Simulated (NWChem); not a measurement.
**Relativistic effects in HGeI**

```xyz
3

Ge    -1.0606     1.1590     0.0000
H      0.0767     2.2834     0.0000
I      0.6389    -0.7429     0.0000
```
Charge 0, spin multiplicity 1.

Program: NWChem. All single points use one geometry, from PBE0/def2-SVP with def2 effective core potentials on I, a minimum by its harmonic frequencies.

Functional PBE, all-electron basis x2c-SVPall-2c, contracted for the X2C Hamiltonian and used here with ZORA. The ion keeps the geometry and has multiplicity 2 in the scalar run; the spin-orbit run starts from the same electron counts.

Costs are rough ratios of processor time within this set of runs, SCF included, with scalar ZORA as 1.

The structure started from a generated list of species. The stability of the SCF solutions was not checked.

```json
[
 {"Hamiltonian": "scalar ZORA", "ΔSCF ionisation energy (eV)": "8.79", "HOMO (eV)": "-5.74", "LUMO (eV)": "-3.86", "gap (eV)": "1.88", "relative cost": "1"},
 {"Hamiltonian": "spin-orbit ZORA", "ΔSCF ionisation energy (eV)": "(withheld)", "HOMO (eV)": "(withheld)", "LUMO (eV)": "(withheld)", "gap (eV)": "(withheld)", "relative cost": "under 3"}
]
```

### Question
Some entries are withheld; supply them.

### Answer

- spin-orbit ZORA, ΔSCF ionisation energy (eV): 8.75
- spin-orbit ZORA, HOMO (eV): -5.70
- spin-orbit ZORA, LUMO (eV): -3.83
- spin-orbit ZORA, gap (eV): 1.86
